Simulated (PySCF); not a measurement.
Job file and geometry (Å, from GFN2-xTB) of an NMR shielding run on `CN[SiH2]OC(=O)/C=C\O[SiH3]`, C$_{4}$H$_{11}$NO$_{3}$Si$_{2}$, GIAO PBE0/pcSseg-1 NMR shielding, non-relativistic, gas phase in PySCF; density fitting, a coarse starting grid and PySCF grid level 2 are the driver's defaults:

```
$ OMP_NUM_THREADS=1 python probes_run.py task.json out

{"job": {"kind": "nmr", "xc": "PBE0", "basis": "pcSseg-1"}, "charge": 0, "multiplicity": 1}
C     -4.707420    -0.028187     0.153985
N     -3.347796     0.109852     0.604324
Si    -2.025628    -0.067408    -0.464653
O     -0.793283     0.326971     0.576665
C      0.455092     0.167015     0.152663
O      0.700702    -0.246663    -0.955164
C      1.441771     0.534669     1.170735
C      2.766198     0.446284     0.986933
O      3.326165     0.072202    -0.143243
Si     4.744463    -0.577429    -0.614863
H     -5.350819    -0.348374     0.975390
H     -4.735730    -0.782617    -0.627729
H     -5.109888     0.902618    -0.260396
H     -3.261728     0.742680     1.385455
H     -1.948807    -1.466938    -0.868042
H     -1.967237     0.840603    -1.613718
H      1.051469     0.875943     2.114622
H      3.446922     0.710909     1.795182
H      4.692850    -2.018220    -0.376720
H      4.772688    -0.176077    -2.009009
H      5.841096    -0.000890     0.171816
```

Q: What does the program print?

A: 
```
coarse grid: 18736 points
cycle   1  E = -1017.3906327095  dE =  1.638e+00  |g| = 1.133e+00  |ddm| = 4.184e+00
cycle   2  E = -1016.9727229627  dE =  4.179e-01  |g| = 1.876e+00  |ddm| = 2.358e+00
cycle   3  E = -1017.6058369927  dE = -6.331e-01  |g| = 3.311e-01  |ddm| = 1.703e+00
cycle   4  E = -1017.6256447612  dE = -1.981e-02  |g| = 9.887e-02  |ddm| = 2.973e-01
cycle   5  E = -1017.6272842569  dE = -1.639e-03  |g| = 2.557e-02  |ddm| = 7.382e-02
cycle   6  E = -1017.6274264399  dE = -1.422e-04  |g| = 5.760e-03  |ddm| = 2.447e-02
cycle   7  E = -1017.6274331070  dE = -6.667e-06  |g| = 1.799e-03  |ddm| = 5.299e-03
final grid: 172392 points
cycle   8  E = -1017.7129312682  dE = -1.082e-05  |g| = 1.595e-02  |ddm| = 2.501e-02
cycle   9  E = -1017.7128511742  dE =  8.009e-05  |g| = 2.612e-02  |ddm| = 2.964e-02
cycle  10  E = -1017.7129760003  dE = -1.248e-04  |g| = 3.001e-03  |ddm| = 1.983e-02
cycle  11  E = -1017.7129777793  dE = -1.779e-06  |g| = 4.722e-04  |ddm| = 2.361e-03
cycle  12  E = -1017.7129778160  dE = -3.663e-08  |g| = 1.548e-04  |ddm| = 4.266e-04
cycle  13  E = -1017.7129778204  dE = -4.467e-09  |g| = 5.780e-05  |ddm| = 1.543e-04
cycle  14  E = -1017.7129778211  dE = -6.389e-10  |g| = 1.915e-05  |ddm| = 5.744e-05
converged SCF energy = -1017.7129778211

GIAO shielding tensors (ppm)
atom      isotropic    diamagn.    paramagn.     s11        s22        s33       span
  0 C      158.248     237.358     -79.110    132.904    154.554    187.286     54.383
  1 N      255.502     327.818     -72.316    213.714    258.789    294.004     80.291
  2 Si     378.173     883.960    -505.787    347.894    373.964    412.661     64.766
  3 O      128.830     403.844    -275.013      8.000    144.985    233.506    225.507
  4 C       16.810     251.414    -234.604    -78.479     52.298     76.610    155.089
  5 O     -100.469     406.460    -506.929   -312.744   -248.123    259.460    572.204
  6 C       78.207     257.888    -179.681    -17.022    112.391    139.251    156.273
  7 C       25.090     245.293    -220.202    -75.920     43.653    107.537    183.457
  8 O      207.954     405.617    -197.663     62.439    192.261    369.161    306.723
  9 Si     384.034     880.125    -496.091    343.686    352.388    456.027    112.341
 10 H       28.792      24.510       4.283     23.502     26.802     36.073     12.572
 11 H       29.279      26.393       2.885     25.131     27.417     35.288     10.157
 12 H       28.855      24.886       3.969     23.344     26.958     36.264     12.920
 13 H       31.705      36.447      -4.742     21.588     31.876     41.651     20.062
 14 H       26.486      32.822      -6.336     22.972     25.590     30.896      7.924
 15 H       26.342      32.557      -6.215     22.812     25.339     30.874      8.063
 16 H       26.418      33.289      -6.870     23.953     25.124     30.178      6.225
 17 H       24.910      28.066      -3.156     21.334     25.616     27.781      6.447
 18 H       26.658      28.840      -2.182     23.315     25.273     31.386      8.071
 19 H       26.566      29.039      -2.472     22.994     25.531     31.174      8.180
 20 H       26.600      26.973      -0.373     23.770     25.047     30.984      7.213
```

Size and cost of the density-fitted run: 239 basis functions, 52 s wall time on 1 thread of an Arm Neoverse V2, shared host; peak memory 1.1 GiB.
